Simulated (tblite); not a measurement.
Record of a relaxation.

Species: C3H10BBrSi.
Atom-mapped SMILES: `[CH3:1][CH:2]([CH3:3])[BH:4][SiH2:5][Br:6]` (hydrogens: H7, H8, H9 on C1; H10 on C2; H11, H12, H13 on C3; H14 on B4; H15, H16 on Si5)

Computed with GFN2-xTB (tblite), gas phase: L-BFGS steps from a force-field or distance-geometry start until the largest atomic force falls under 0.01 eV/Å. 11 of its 119 geometries are shown.

Step 0: E = -505.1103 eV, largest atomic force 2.288 eV/Å
```
atom  x, y, z in Å  |  force x, y, z in eV/Å
C1     -0.740    1.468    0.207   -0.879   1.989  -0.713
C2     -0.542    0.059   -0.258    0.939  -1.064   1.272
C3     -1.810   -0.758   -0.218   -1.115  -0.401  -0.883
B4      0.560   -0.707    0.606    0.213  -0.644  -1.143
Si5     2.409   -0.420    0.077   -0.331  -0.482   0.647
Br6     2.972    1.750    0.105    0.298  -0.282  -0.126
H7     -1.438    1.560    1.072    0.814  -0.209  -0.501
H8     -1.233    2.012   -0.639    0.225  -0.058   0.734
H9      0.209    1.999    0.395   -0.592  -0.269   0.136
H10    -0.156    0.057   -1.292   -0.047   0.172   0.191
H11    -2.183   -0.832   -1.271   -0.326  -0.023   1.068
H12    -2.577   -0.350    0.477    0.488  -0.249  -0.713
H13    -1.533   -1.759    0.125   -0.687   0.105  -0.284
H14     0.293   -1.842    0.890    0.243   0.665   0.432
H15     2.518   -1.007   -1.276    0.285   0.367   0.116
H16     3.244   -1.221    0.987    0.473   0.384  -0.235
```

Step 12: E = -505.7798 eV, largest atomic force 0.303 eV/Å
```
atom  x, y, z in Å  |  force x, y, z in eV/Å
C1     -0.781    1.476    0.184    0.047  -0.101  -0.027
C2     -0.564   -0.003   -0.225   -0.117   0.081  -0.095
C3     -1.910   -0.762   -0.269    0.064  -0.002   0.057
B4      0.576   -0.801    0.535   -0.035   0.028  -0.139
Si5     2.462   -0.515    0.138    0.122   0.228  -0.158
Br6     3.114    1.647    0.076   -0.050  -0.073   0.046
H7     -1.392    1.556    1.079    0.053  -0.142   0.112
H8     -1.288    2.029   -0.599   -0.140  -0.072  -0.149
H9      0.156    1.990    0.366    0.137  -0.039   0.043
H10    -0.191    0.062   -1.266   -0.046  -0.072   0.104
H11    -2.356   -0.771   -1.259    0.019   0.193  -0.068
H12    -2.631   -0.337    0.422   -0.014   0.127   0.052
H13    -1.774   -1.799    0.020    0.028  -0.145  -0.017
H14     0.298   -1.796    1.092   -0.060   0.037   0.125
H15     2.741   -0.883   -1.267    0.045  -0.053   0.133
H16     3.533   -1.085    0.962   -0.052   0.004  -0.017
```

Step 24: E = -505.8572 eV, largest atomic force 0.244 eV/Å
```
atom  x, y, z in Å  |  force x, y, z in eV/Å
C1     -0.754    1.392    0.172   -0.023   0.211   0.007
C2     -0.558   -0.065   -0.294   -0.021  -0.019   0.074
C3     -1.944   -0.732   -0.292   -0.165  -0.085  -0.042
B4      0.589   -0.806    0.509   -0.013   0.068   0.009
Si5     2.483   -0.475    0.092   -0.121  -0.118   0.176
Br6     3.091    1.694    0.116   -0.044  -0.072  -0.039
H7     -1.253    1.406    1.140    0.069  -0.005   0.005
H8     -1.381    1.934   -0.536   -0.029  -0.083   0.020
H9      0.175    1.948    0.267    0.107  -0.059  -0.036
H10    -0.225   -0.005   -1.340   -0.010   0.027  -0.059
H11    -2.447   -0.567   -1.243   -0.020   0.039   0.016
H12    -2.580   -0.315    0.488    0.082  -0.005   0.026
H13    -1.906   -1.805   -0.126    0.167  -0.071  -0.057
H14     0.311   -1.646    1.287    0.005   0.082  -0.060
H15     2.895   -0.914   -1.245    0.001   0.067  -0.082
H16     3.495   -1.032    0.993    0.015   0.022   0.043
```

Step 35: E = -505.9180 eV, largest atomic force 0.187 eV/Å
```
atom  x, y, z in Å  |  force x, y, z in eV/Å
C1     -0.709    1.350    0.156    0.054   0.067  -0.011
C2     -0.562   -0.092   -0.377   -0.006   0.042   0.048
C3     -1.953   -0.736   -0.321    0.015  -0.057  -0.051
B4      0.561   -0.787    0.494   -0.033   0.042   0.071
Si5     2.464   -0.514    0.117   -0.069  -0.086   0.026
Br6     2.991    1.667    0.112    0.080   0.148   0.034
H7     -1.009    1.346    1.203   -0.025  -0.016  -0.036
H8     -1.467    1.873   -0.422   -0.036   0.007   0.028
H9      0.218    1.900    0.075    0.091   0.159  -0.035
H10    -0.267   -0.007   -1.434   -0.013  -0.018   0.098
H11    -2.565   -0.401   -1.155   -0.023   0.030  -0.023
H12    -2.463   -0.454    0.597    0.046  -0.124   0.035
H13    -1.879   -1.817   -0.366   -0.068  -0.130  -0.013
H14     0.251   -1.438    1.426   -0.054   0.052  -0.108
H15     2.947   -0.873   -1.218    0.019  -0.102  -0.005
H16     3.433   -1.010    1.100    0.021  -0.015  -0.058
```

Step 47: E = -505.9584 eV, largest atomic force 0.111 eV/Å
```
atom  x, y, z in Å  |  force x, y, z in eV/Å
C1     -0.693    1.370    0.132    0.035  -0.023  -0.037
C2     -0.570   -0.079   -0.405   -0.046   0.006  -0.012
C3     -1.938   -0.772   -0.340    0.031   0.039   0.011
B4      0.533   -0.731    0.516   -0.061   0.045  -0.065
Si5     2.438   -0.523    0.152    0.084   0.017  -0.070
Br6     3.002    1.660    0.140    0.035  -0.003  -0.002
H7     -0.832    1.371    1.212   -0.099   0.007   0.015
H8     -1.540    1.872   -0.329   -0.035  -0.062   0.012
H9      0.199    1.951   -0.087   -0.001   0.025  -0.038
H10    -0.281   -0.005   -1.462   -0.011   0.014   0.039
H11    -2.647   -0.314   -1.029    0.030   0.046   0.009
H12    -2.347   -0.701    0.666    0.000  -0.033  -0.005
H13    -1.850   -1.826   -0.601    0.011   0.018  -0.001
H14     0.159   -1.300    1.469    0.025  -0.041   0.069
H15     2.942   -0.940   -1.163   -0.043  -0.006  -0.003
H16     3.416   -1.022    1.117    0.042  -0.048   0.078
```

Step 59: E = -505.9705 eV, largest atomic force 0.050 eV/Å
```
atom  x, y, z in Å  |  force x, y, z in eV/Å
C1     -0.730    1.387    0.124    0.014  -0.017  -0.010
C2     -0.566   -0.067   -0.388    0.013   0.003   0.004
C3     -1.925   -0.773   -0.337   -0.017   0.009   0.035
B4      0.547   -0.712    0.528    0.030   0.018  -0.015
Si5     2.460   -0.528    0.158   -0.027  -0.010   0.034
Br6     3.083    1.637    0.139   -0.015  -0.009  -0.017
H7     -0.884    1.403    1.202   -0.033   0.010  -0.036
H8     -1.595    1.841   -0.354    0.014   0.002   0.020
H9      0.145    1.991   -0.107   -0.015  -0.009   0.019
H10    -0.275    0.005   -1.443    0.028   0.008   0.003
H11    -2.639   -0.269   -0.986   -0.021   0.004  -0.015
H12    -2.325   -0.766    0.675    0.021  -0.016   0.000
H13    -1.842   -1.808   -0.665    0.025   0.012   0.001
H14     0.195   -1.300    1.481   -0.022   0.001   0.021
H15     2.913   -0.975   -1.163    0.024   0.002  -0.033
H16     3.430   -1.057    1.123   -0.020  -0.008  -0.013
```

Step 71: E = -505.9741 eV, largest atomic force 0.049 eV/Å
```
atom  x, y, z in Å  |  force x, y, z in eV/Å
C1     -0.753    1.406    0.124    0.009  -0.018  -0.015
C2     -0.557   -0.045   -0.373   -0.013  -0.036  -0.007
C3     -1.905   -0.775   -0.331   -0.037  -0.017  -0.004
B4      0.550   -0.703    0.542    0.010  -0.011   0.003
Si5     2.460   -0.550    0.150    0.012  -0.021  -0.027
Br6     3.084    1.614    0.117    0.000  -0.003   0.004
H7     -0.967    1.419    1.192   -0.005   0.028  -0.040
H8     -1.593    1.857   -0.401    0.014  -0.001   0.026
H9      0.130    2.012   -0.065   -0.008   0.006   0.043
H10    -0.249    0.023   -1.425   -0.019   0.020  -0.003
H11    -2.635   -0.279   -0.969    0.025   0.010  -0.018
H12    -2.302   -0.791    0.682    0.029  -0.012   0.000
H13    -1.798   -1.803   -0.674   -0.002   0.011   0.007
H14     0.189   -1.295    1.490    0.010   0.028   0.006
H15     2.909   -0.988   -1.179   -0.020   0.002   0.040
H16     3.428   -1.093    1.108   -0.003   0.014  -0.015
```

Step 83: E = -505.9778 eV, largest atomic force 0.038 eV/Å
```
atom  x, y, z in Å  |  force x, y, z in eV/Å
C1     -0.773    1.411    0.129    0.000  -0.013   0.003
C2     -0.550   -0.035   -0.374   -0.008  -0.013   0.011
C3     -1.887   -0.785   -0.336   -0.006  -0.003  -0.012
B4      0.556   -0.679    0.553   -0.017  -0.008   0.011
Si5     2.462   -0.584    0.134   -0.008   0.033   0.018
Br6     3.075    1.586    0.100    0.017  -0.004  -0.016
H7     -1.058    1.418    1.179    0.003  -0.024   0.001
H8     -1.577    1.872   -0.442    0.015   0.007  -0.002
H9      0.123    2.016    0.012   -0.005   0.008  -0.003
H10    -0.245    0.047   -1.426    0.007  -0.001   0.024
H11    -2.633   -0.271   -0.940   -0.006   0.003  -0.015
H12    -2.259   -0.851    0.683   -0.016   0.009   0.020
H13    -1.776   -1.796   -0.722    0.014  -0.007  -0.014
H14     0.193   -1.195    1.544    0.007   0.023  -0.009
H15     2.900   -1.032   -1.191    0.000   0.001  -0.021
H16     3.442   -1.115    1.086    0.003  -0.013   0.005
```

Step 94: E = -505.9799 eV, largest atomic force 0.020 eV/Å
```
atom  x, y, z in Å  |  force x, y, z in eV/Å
C1     -0.784    1.405    0.141   -0.004  -0.007   0.003
C2     -0.549   -0.036   -0.369    0.000   0.009   0.006
C3     -1.883   -0.793   -0.346    0.009   0.007  -0.004
B4      0.559   -0.652    0.572   -0.001  -0.010   0.009
Si5     2.461   -0.584    0.127    0.001  -0.005   0.000
Br6     3.112    1.572    0.061    0.003   0.010  -0.001
H7     -1.124    1.394    1.174   -0.002  -0.001   0.015
H8     -1.552    1.883   -0.465    0.001   0.005  -0.001
H9      0.120    2.007    0.082    0.003  -0.002  -0.015
H10    -0.233    0.049   -1.417   -0.012   0.007   0.006
H11    -2.627   -0.273   -0.946   -0.003  -0.004  -0.019
H12    -2.264   -0.875    0.670    0.015   0.010   0.004
H13    -1.763   -1.797   -0.747    0.006  -0.013  -0.009
H14     0.202   -1.115    1.590   -0.005  -0.004   0.015
H15     2.873   -1.043   -1.204   -0.011  -0.007  -0.012
H16     3.444   -1.133    1.065    0.001   0.003   0.003
```

Step 106: E = -505.9805 eV, largest atomic force 0.012 eV/Å
```
atom  x, y, z in Å  |  force x, y, z in eV/Å
C1     -0.786    1.407    0.147   -0.004   0.007   0.003
C2     -0.548   -0.033   -0.364   -0.003   0.002   0.003
C3     -1.878   -0.796   -0.352   -0.005  -0.001  -0.003
B4      0.556   -0.650    0.582    0.001   0.000   0.002
Si5     2.455   -0.582    0.126    0.007  -0.006   0.002
Br6     3.121    1.569    0.051   -0.008   0.001  -0.006
H7     -1.130    1.398    1.179    0.004  -0.004  -0.001
H8     -1.548    1.887   -0.463   -0.001  -0.001   0.007
H9      0.121    2.005    0.090   -0.009   0.007  -0.001
H10    -0.226    0.059   -1.409   -0.001  -0.012   0.000
H11    -2.618   -0.288   -0.968    0.011  -0.001  -0.002
H12    -2.269   -0.869    0.661    0.004   0.002  -0.008
H13    -1.746   -1.805   -0.740    0.001   0.008   0.002
H14     0.198   -1.116    1.599   -0.001   0.003   0.000
H15     2.845   -1.048   -1.210    0.000   0.001   0.003
H16     3.445   -1.131    1.057    0.005  -0.007  -0.001
```

Step 118: E = -505.9812 eV, largest atomic force 0.009 eV/Å
```
atom  x, y, z in Å  |  force x, y, z in eV/Å
C1     -0.795    1.411    0.156   -0.002  -0.003   0.003
C2     -0.539   -0.025   -0.356   -0.001   0.001   0.000
C3     -1.865   -0.796   -0.362   -0.001   0.003  -0.001
B4      0.557   -0.642    0.600   -0.002   0.000  -0.003
Si5     2.452   -0.598    0.126   -0.002   0.002   0.001
Br6     3.110    1.556    0.027    0.001   0.000  -0.003
H7     -1.139    1.394    1.188    0.004   0.004   0.007
H8     -1.566    1.881   -0.452    0.001   0.001  -0.003
H9      0.103    2.022    0.100   -0.005  -0.003   0.000
H10    -0.206    0.068   -1.397    0.000   0.003   0.002
H11    -2.596   -0.293   -0.992   -0.005   0.002  -0.006
H12    -2.272   -0.868    0.645    0.002  -0.008  -0.004
H13    -1.722   -1.805   -0.747    0.001   0.001   0.009
H14     0.194   -1.086    1.625    0.003   0.003  -0.004
H15     2.818   -1.069   -1.214    0.006  -0.004  -0.001
H16     3.458   -1.143    1.042    0.000  -0.002   0.003
```

**Question.** Summarise the path.

**Answer.** The energy falls by 84.02 kJ/mol from step 0 to step 118; nine tenths of that is first reached at step 31. It falls at every step. The largest force goes from 2.288 to 0.009 eV/Å. Among the bonds C1–C2 changes most, from 1.496 to 1.546 Å; the atoms move by 0.471 Å rms after alignment.

**Question.** Follow the three bonds and two angles with the largest change from start to end.

**Answer.** 
```json
{"step": "0", "E above end (kJ/mol)": "84.02", "largest force (eV/Å)": "2.288", "C1–C2 (Å)": "1.496", "C1–H8 (Å)": "1.120", "C3–H11 (Å)": "1.119", "B4–Si5–H16 (°)": "106.9", "B4–Si5–H15 (°)": "105.1"}
{"step": "5", "E above end (kJ/mol)": "36.62", "largest force (eV/Å)": "0.458", "C1–C2 (Å)": "1.532", "C1–H8 (Å)": "1.091", "C3–H11 (Å)": "1.083", "B4–Si5–H16 (°)": "115.5", "B4–Si5–H15 (°)": "103.5"}
{"step": "10", "E above end (kJ/mol)": "21.68", "largest force (eV/Å)": "0.319", "C1–C2 (Å)": "1.560", "C1–H8 (Å)": "1.087", "C3–H11 (Å)": "1.087", "B4–Si5–H16 (°)": "121.1", "B4–Si5–H15 (°)": "108.0"}
{"step": "15", "E above end (kJ/mol)": "17.02", "largest force (eV/Å)": "0.233", "C1–C2 (Å)": "1.538", "C1–H8 (Å)": "1.090", "C3–H11 (Å)": "1.091", "B4–Si5–H16 (°)": "122.5", "B4–Si5–H15 (°)": "111.3"}
{"step": "21", "E above end (kJ/mol)": "13.94", "largest force (eV/Å)": "0.284", "C1–C2 (Å)": "1.543", "C1–H8 (Å)": "1.087", "C3–H11 (Å)": "1.086", "B4–Si5–H16 (°)": "121.1", "B4–Si5–H15 (°)": "113.1"}
{"step": "26", "E above end (kJ/mol)": "10.97", "largest force (eV/Å)": "0.264", "C1–C2 (Å)": "1.550", "C1–H8 (Å)": "1.087", "C3–H11 (Å)": "1.089", "B4–Si5–H16 (°)": "117.4", "B4–Si5–H15 (°)": "115.0"}
{"step": "31", "E above end (kJ/mol)": "8.34", "largest force (eV/Å)": "0.231", "C1–C2 (Å)": "1.541", "C1–H8 (Å)": "1.089", "C3–H11 (Å)": "1.090", "B4–Si5–H16 (°)": "118.4", "B4–Si5–H15 (°)": "117.3"}
{"step": "36", "E above end (kJ/mol)": "5.52", "largest force (eV/Å)": "0.143", "C1–C2 (Å)": "1.547", "C1–H8 (Å)": "1.086", "C3–H11 (Å)": "1.087", "B4–Si5–H16 (°)": "117.8", "B4–Si5–H15 (°)": "117.2"}
{"step": "41", "E above end (kJ/mol)": "3.55", "largest force (eV/Å)": "0.167", "C1–C2 (Å)": "1.546", "C1–H8 (Å)": "1.089", "C3–H11 (Å)": "1.090", "B4–Si5–H16 (°)": "118.7", "B4–Si5–H15 (°)": "118.3"}
{"step": "46", "E above end (kJ/mol)": "2.39", "largest force (eV/Å)": "0.148", "C1–C2 (Å)": "1.551", "C1–H8 (Å)": "1.088", "C3–H11 (Å)": "1.090", "B4–Si5–H16 (°)": "119.5", "B4–Si5–H15 (°)": "118.3"}
{"step": "51", "E above end (kJ/mol)": "1.57", "largest force (eV/Å)": "0.079", "C1–C2 (Å)": "1.549", "C1–H8 (Å)": "1.087", "C3–H11 (Å)": "1.089", "B4–Si5–H16 (°)": "119.8", "B4–Si5–H15 (°)": "116.9"}
{"step": "56", "E above end (kJ/mol)": "1.14", "largest force (eV/Å)": "0.047", "C1–C2 (Å)": "1.548", "C1–H8 (Å)": "1.088", "C3–H11 (Å)": "1.089", "B4–Si5–H16 (°)": "119.4", "B4–Si5–H15 (°)": "116.0"}
{"step": "62", "E above end (kJ/mol)": "0.90", "largest force (eV/Å)": "0.044", "C1–C2 (Å)": "1.549", "C1–H8 (Å)": "1.088", "C3–H11 (Å)": "1.089", "B4–Si5–H16 (°)": "118.9", "B4–Si5–H15 (°)": "116.7"}
{"step": "67", "E above end (kJ/mol)": "0.79", "largest force (eV/Å)": "0.032", "C1–C2 (Å)": "1.547", "C1–H8 (Å)": "1.088", "C3–H11 (Å)": "1.089", "B4–Si5–H16 (°)": "118.7", "B4–Si5–H15 (°)": "117.1"}
{"step": "72", "E above end (kJ/mol)": "0.64", "largest force (eV/Å)": "0.051", "C1–C2 (Å)": "1.546", "C1–H8 (Å)": "1.089", "C3–H11 (Å)": "1.089", "B4–Si5–H16 (°)": "119.1", "B4–Si5–H15 (°)": "117.2"}
{"step": "77", "E above end (kJ/mol)": "0.46", "largest force (eV/Å)": "0.041", "C1–C2 (Å)": "1.547", "C1–H8 (Å)": "1.088", "C3–H11 (Å)": "1.089", "B4–Si5–H16 (°)": "119.6", "B4–Si5–H15 (°)": "117.7"}
{"step": "82", "E above end (kJ/mol)": "0.35", "largest force (eV/Å)": "0.040", "C1–C2 (Å)": "1.547", "C1–H8 (Å)": "1.088", "C3–H11 (Å)": "1.089", "B4–Si5–H16 (°)": "119.6", "B4–Si5–H15 (°)": "118.0"}
{"step": "87", "E above end (kJ/mol)": "0.25", "largest force (eV/Å)": "0.036", "C1–C2 (Å)": "1.547", "C1–H8 (Å)": "1.088", "C3–H11 (Å)": "1.088", "B4–Si5–H16 (°)": "119.4", "B4–Si5–H15 (°)": "118.2"}
{"step": "92", "E above end (kJ/mol)": "0.15", "largest force (eV/Å)": "0.042", "C1–C2 (Å)": "1.546", "C1–H8 (Å)": "1.087", "C3–H11 (Å)": "1.089", "B4–Si5–H16 (°)": "119.5", "B4–Si5–H15 (°)": "118.2"}
{"step": "97", "E above end (kJ/mol)": "0.10", "largest force (eV/Å)": "0.013", "C1–C2 (Å)": "1.547", "C1–H8 (Å)": "1.088", "C3–H11 (Å)": "1.089", "B4–Si5–H16 (°)": "119.5", "B4–Si5–H15 (°)": "117.8"}
{"step": "103", "E above end (kJ/mol)": "0.08", "largest force (eV/Å)": "0.015", "C1–C2 (Å)": "1.547", "C1–H8 (Å)": "1.088", "C3–H11 (Å)": "1.089", "B4–Si5–H16 (°)": "119.6", "B4–Si5–H15 (°)": "117.5"}
{"step": "108", "E above end (kJ/mol)": "0.06", "largest force (eV/Å)": "0.016", "C1–C2 (Å)": "1.547", "C1–H8 (Å)": "1.088", "C3–H11 (Å)": "1.089", "B4–Si5–H16 (°)": "119.6", "B4–Si5–H15 (°)": "117.3"}
{"step": "113", "E above end (kJ/mol)": "0.01", "largest force (eV/Å)": "0.014", "C1–C2 (Å)": "1.546", "C1–H8 (Å)": "1.088", "C3–H11 (Å)": "1.089", "B4–Si5–H16 (°)": "120.3", "B4–Si5–H15 (°)": "117.1"}
{"step": "118", "E above end (kJ/mol)": "0.00", "largest force (eV/Å)": "0.009", "C1–C2 (Å)": "1.546", "C1–H8 (Å)": "1.088", "C3–H11 (Å)": "1.089", "B4–Si5–H16 (°)": "120.4", "B4–Si5–H15 (°)": "117.1"}
```

The cost below is that of the whole relaxation. The run took 1.4 s of wall time on Arm Neoverse N1, one thread, shared host with 64 logical CPUs at a one-minute load of 60.
